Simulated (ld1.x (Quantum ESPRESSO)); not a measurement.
Plane-wave convergence, RRKJ potential for rhenium (Re)

Re, norm-conserving RRKJ (Kleinman–Bylander form), made with ld1.x (Quantum ESPRESSO) 7.5 (PBEsol, scalar-relativistic). Core [Xe] 4f14, reference 5d5 6s2 6p0. Waves: 6s (bound): rc 2.50 bohr; 6p (bound, empty): rc 2.65 bohr; 5d (bound): rc 2.55 bohr. Local part: all-electron potential smoothed inside 2.30 bohr (lloc = -2). Core correction: Bessel-smoothed model core, default radius (core density twice the valence density). rho0 = 0.02.

The pseudo-atom Hamiltonian at the reference potential is diagonalised in spherical Bessel functions j_l(qr) that vanish at 20 bohr, with q² up to the cutoff. All-electron valence levels (Ry): 6s -0.4395, 6p -0.0945, 5d -0.3968.

Task: How do the lowest levels (Ry) of each channel move with the cutoff, and are there ghosts?

Result:

```json
{"cutoff (Ry)": "8", "s #1": "-0.4034", "p #1": "-0.0938", "d #1": "-0.0762", "d #2": "0.0702", "f #1": "0.1120", "f #2": "0.2351", "Σ f·Δε (mRy)": "1675.6"}
{"cutoff (Ry)": "10", "s #1": "-0.4059", "p #1": "-0.0939", "d #1": "-0.1684", "d #2": "0.0669", "f #1": "0.1120", "f #2": "0.2351", "Σ f·Δε (mRy)": "1210.1"}
{"cutoff (Ry)": "15", "s #1": "-0.4216", "p #1": "-0.0945", "d #1": "-0.3299", "d #2": "0.0643", "f #1": "0.1120", "f #2": "0.2351", "Σ f·Δε (mRy)": "370.8"}
{"cutoff (Ry)": "18", "s #1": "-0.4329", "p #1": "-0.0946", "d #1": "-0.3824", "d #2": "0.0638", "f #1": "0.1120", "f #2": "0.2351", "Σ f·Δε (mRy)": "85.9"}
{"cutoff (Ry)": "21", "s #1": "-0.4370", "p #1": "-0.0946", "d #1": "-0.3934", "d #2": "0.0637", "f #1": "0.1120", "f #2": "0.2351", "Σ f·Δε (mRy)": "22.7"}
{"cutoff (Ry)": "25", "s #1": "-0.4389", "p #1": "-0.0946", "d #1": "-0.3963", "d #2": "0.0637", "f #1": "0.1120", "f #2": "0.2351", "Σ f·Δε (mRy)": "4.1"}
{"cutoff (Ry)": "35", "s #1": "-0.4397", "p #1": "-0.0946", "d #1": "-0.3968", "d #2": "0.0637", "f #1": "0.1120", "f #2": "0.2351", "Σ f·Δε (mRy)": "0.2"}
{"cutoff (Ry)": "40", "s #1": "-0.4397", "p #1": "-0.0946", "d #1": "-0.3968", "d #2": "0.0637", "f #1": "0.1120", "f #2": "0.2351", "Σ f·Δε (mRy)": "0.0"}
{"cutoff (Ry)": "400", "s #1": "-0.4397", "p #1": "-0.0946", "d #1": "-0.3968", "d #2": "0.0637", "f #1": "0.1120", "f #2": "0.2351", "Σ f·Δε (mRy)": "0.0"}
```

Result: no extra level below or beside the all-electron valence levels (s, p, d, f tested); 10 mRy is reached at 25 Ry and 1 mRy at 30 Ry.
